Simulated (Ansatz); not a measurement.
The cluster ZnSe2⁻, relaxed as a doublet with UKS r2SCAN-D4/def2-TZVPD in Ansatz, starting from the GFN1-xTB geometry. Force threshold 0.02 eV/Å.

The highest occupied level of the charge -1 doublet lies above zero (up to 0.09 eV). It is a level of β spin, whose loss leaves a triplet; that state wasn't run at this geometry and level. The electron is either unbound and held by the finite basis, or the level is raised by self-interaction error. The relaxation made no stability test and no search for a lower SCF solution. Another isomer (doublet) lies 1.22 eV lower at PBE0-D4/def2-TZVPD; other spin states weren't run for this one.

Start:

```xyz
3

Zn    1.2711   -0.7254    1.7052
Se   -0.3091    1.1116   -1.6574
Se   -0.9620   -0.3862   -0.0478
```

Question: Estimate the energy that the relaxation releases and the steps that it takes.

Answer: 2.8 kcal/mol, in 7 steps; 46 s on 4 threads of Arm Neoverse V2 on a shared host. No frequencies were taken in this run, so the end may be a saddle point.

Question: Does the start keep its bonding and symmetry?

Answer: By distances, no bond broke or formed. The bond that changes most is Zn1–Se3, from 2.86 to 2.48 Å (atoms count from 1). Point group Cs at the start, Cs at the end, both within 0.05 Å.

Question: Predict the relaxed structure.

Answer: 
```xyz
3

Zn    1.120   -0.686    1.565
Se   -0.296    1.091   -1.623
Se   -0.824   -0.405    0.058
```
Bond lengths: 1 × Se–Zn 2.48 Å; 1 × Se–Se 2.31 Å.
